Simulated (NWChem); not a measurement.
BP₂H₅O; SMILES OB(P)P

```xyz
9

B      0.4349    -0.0093     0.0026
O      1.7975    -0.0961     0.0042
H      2.2474     0.7670    -0.0551
P     -0.5447    -1.6779    -0.0635
H     -1.6156    -1.2741     0.8053
H      0.2020    -2.3707     0.9506
P     -0.5261     1.6792     0.0651
H     -1.5749     1.2978    -0.8382
H      0.2475     2.3751    -0.9328
```
Atoms are numbered in this order, from 1.

All runs: NWChem. Geometry: optimised at PBE-D3(BJ)/def2-SVP.

For level LRC-wPBEh/def2-SVP:

```
Quantity                     Value
---------------------------  -----
highest occupied level (eV)  -8.99
orbital gap (eV)             10.08
```

Q: What are these values for level B3PW91/def2-SVP?

A: The highest occupied level (eV) comes out as -6.98 and the orbital gap (eV) comes out as 6.19.
